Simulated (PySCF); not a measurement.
# Field gradients at the hydrogen positions

Compound: C5H7ClN2Si.
Geometry (GFN2-xTB, Å), atoms numbered from 1 in this order:
```
atom  x, y, z in Å
C1    -2.5817    1.0220    0.6315
C2    -1.5263    0.7462   -0.1135
C3    -1.1760   -0.6133   -0.6068
Si4    0.2619   -1.3856    0.3861
Cl5    0.6848   -3.2393   -0.2750
N6     1.6357   -0.4701   -0.0920
C7     2.4285    0.3318    0.4584
C8     3.4562    0.9738   -0.2883
N9     4.2900    1.5055   -0.8664
H10   -2.7952    2.0193    0.9751
H11   -3.2840    0.2568    0.9201
H12   -0.8336    1.5315   -0.3888
H13   -2.0422   -1.2707   -0.5298
H14   -0.8889   -0.5603   -1.6582
H15   -0.0494   -1.4454    1.8138
H16    2.4125    0.6067    1.5215
```

Level: PBE0/pcSseg-1 (PySCF, non-relativistic); Q(2H) = 0.00286 b; rigid geometry, the same for H and D, with no vibrational averaging.

Question: Rank these positions by the coupling χzz of a deuteron there, largest first.
A. H12 (vinylic hydrogen)
B. H14 (methylene hydrogen)
C. H10 (vinylic hydrogen)
D. H15 (Si–H hydrogen)
E. H16 (hydrogen on a C=N carbon)

Answer: C (228 kHz), A (217 kHz), B (208 kHz), E (190 kHz), D (106 kHz).

Q: Tabulate Vzz, the asymmetry η and χzz = 234.96 MHz × Q × Vzz for every hydrogen position.

A: 
| atom | bonded to | bond length (Å) | Vzz (au) | η | χzz (kHz) |
| --- | --- | --- | --- | --- | --- |
| H10 | C1 | 1.076 | 0.3391 | 0.05 | 228 |
| H11 | C1 | 1.078 | 0.3351 | 0.06 | 225 |
| H12 | C2 | 1.083 | 0.3225 | 0.05 | 217 |
| H13 | C3 | 1.090 | 0.3113 | 0.03 | 209 |
| H14 | C3 | 1.091 | 0.3089 | 0.04 | 208 |
| H15 | Si4 | 1.462 | 0.1582 | 0.02 | 106 |
| H16 | C7 | 1.098 | 0.2827 | 0.07 | 190 |

Q: Average by the element that carries the hydrogen.

A: on C: 213 kHz over 6 positions, mean bond length 1.086 Å; on Si: 106 kHz over 1 position, mean bond length 1.462 Å.

Q: How does χzz go with the bond length over the 6 C–H bonds?

A: A straight-line fit has a slope of -16.0 kHz for each 0.01 Å, with a correlation coefficient of -0.98, over lengths from 1.076 to 1.098 Å. The longer bonds have the smaller couplings here.

Q: A static deuteron (I = 1) shows a doublet split by (3/2)χ, (3/4)χ(1 + η) and (3/4)χ(1 − η) with the field along z, y and x of the gradient. What are these for H14?

A: With |χ| = 207.6 kHz and η = 0.037: 311, 162 and 150 kHz, to first order and without motion.

The structure is a single GFN2-xTB conformer in the gas phase; no vibrational or solvent corrections. GFN2-xTB bond lengths can be off by several hundredths of an ångström, more for odd bonds, and the gradients follow them. The basis is small and wasn't made for field gradients, so the couplings can be 20 % off.
